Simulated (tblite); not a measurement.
Input of a run (GFN2-xTB geometry optimisation, gas phase (tblite 0.8.0)), started from a force field or distance geometry:
```
{"job": {"kind": "relax", "xc": "GFN2-xTB", "basis": "xTB"}, "charge": 1, "multiplicity": 1}
C      0.591400     3.158200    -0.350800
C      0.560300     2.028400     0.024100
P      0.555200     0.296800     0.624100
C      1.708500    -0.525200    -0.482900
C      3.151700    -0.164000    -0.181400
C     -1.132400    -0.336000     0.191600
C     -2.178900     0.467700     0.980800
C     -1.439600    -0.225400    -1.298400
C     -1.225600    -1.811800     0.626900
H      0.594100     4.169500    -0.685900
H      0.854900     0.207800     1.992000
H      1.472300    -0.302700    -1.516100
H      1.592300    -1.612300    -0.337200
H      3.834500    -0.716100    -0.848700
H      3.315600     0.916600    -0.341100
H      3.406400    -0.391500     0.862100
H     -3.188300     0.075000     0.826300
H     -2.180500     1.513200     0.689100
H     -1.966900     0.431100     2.064400
H     -2.456200    -0.578700    -1.512900
H     -0.758400    -0.827600    -1.894800
H     -1.367500     0.805500    -1.653500
H     -0.975300    -1.911300     1.699400
H     -0.540200    -2.443000     0.060700
H     -2.238400    -2.200100     0.471300
```

Output (eV, eV/Å):
```
step      E/eV     max force
  0    -743.28816    3.020
  1    -743.34266    5.378
  2    -743.49768    0.968
  3    -743.53348    0.846
  4    -743.57474    0.614
  5    -743.59662    0.352
  6    -743.60495    0.184
  7    -743.60809    0.162
  8    -743.61122    0.170
  9    -743.61523    0.189
 10    -743.61932    0.178
 11    -743.62297    0.131
 12    -743.62638    0.129
 13    -743.62978    0.160
 14    -743.63274    0.143
 15    -743.63489    0.107
 16    -743.63667    0.087
 17    -743.63862    0.120
 18    -743.64090    0.123
 19    -743.64320    0.109
 20    -743.64519    0.083
 21    -743.64692    0.086
 22    -743.64878    0.097
 23    -743.65083    0.121
 24    -743.65279    0.107
 25    -743.65453    0.087
 26    -743.65618    0.087
 27    -743.65796    0.092
 28    -743.65975    0.088
 29    -743.66114    0.073
 30    -743.66195    0.063
 31    -743.66247    0.044
 32    -743.66294    0.043
 33    -743.66338    0.041
 34    -743.66379    0.044
 35    -743.66414    0.036
 36    -743.66443    0.042
 37    -743.66472    0.044
 38    -743.66508    0.055
 39    -743.66547    0.063
 40    -743.66583    0.045
 41    -743.66612    0.045
 42    -743.66636    0.042
 43    -743.66660    0.048
 44    -743.66680    0.035
 45    -743.66692    0.021
 46    -743.66700    0.019
 47    -743.66708    0.027
 48    -743.66715    0.023
 49    -743.66721    0.014
 50    -743.66726    0.012
 51    -743.66731    0.015
 52    -743.66736    0.017
 53    -743.66741    0.017
 54    -743.66745    0.015
 55    -743.66749    0.014
 56    -743.66753    0.015
 57    -743.66757    0.011
 58    -743.66760    0.011
 59    -743.66764    0.013
 60    -743.66768    0.019
 61    -743.66773    0.018
 62    -743.66777    0.016
 63    -743.66779    0.016
 64    -743.66781    0.016
 65    -743.66784    0.015
 66    -743.66786    0.011
 67    -743.66788    0.011
 68    -743.66789    0.011
 69    -743.66790    0.009
```

Summarise the run.

The energy falls by 36.6 kJ/mol over 69 L-BFGS steps, the largest force on an atom goes from 3.02 to 0.009 eV/Å, and the atoms move by 0.155 Å rms after alignment. The bond that changes most is C2–P3 (alkyne carbon to phosphonium phosphorus), which shortens by 0.091 Å. Bonds longer at the end by more than 0.005 Å: 4 of 24; shorter: 14. Among the angles that change most is C4–P3–C6, from 106.5° to 116.7°. Among the dihedrals that turn most is C2–P3–C4–C5, from 74° to 61°. The energy never rose by more than 1e-5 eV on the way. The first step brought 14 % of the lowering.

What are the final bond lengths?

C1≡C2 1.203 Å, C2–P3 1.742 Å, P3–C4 1.817 Å, C4–C5 1.528 Å, P3–C6 1.852 Å, C6–C7 1.528 Å, C6–C8 1.527 Å, C6–C9 1.527 Å, C1–H10 1.054 Å, P3–H11 1.382 Å, C4–H12 1.095 Å, C4–H13 1.094 Å, C5–H14 1.087 Å, C5–H15 1.089 Å, C5–H16 1.089 Å, C7–H17 1.088 Å, C7–H18 1.089 Å, C7–H19 1.090 Å, C8–H20 1.088 Å, C8–H21 1.089 Å, C8–H22 1.090 Å, C9–H23 1.090 Å, C9–H24 1.089 Å, C9–H25 1.088 Å. Numbering counts from 1 in the input's order; the species is `C(#C)[P@@H+](C(C)(C)C)CC`.

Its GFN2-xTB frequencies are all real (lowest 33 cm⁻¹). 3 starts were optimised and ended at 0.00, 0.00 and 1.27 kcal/mol (GFN2-xTB); the lowest of these is shown.

One conformer stands for the species.

All values are computed, not measured.
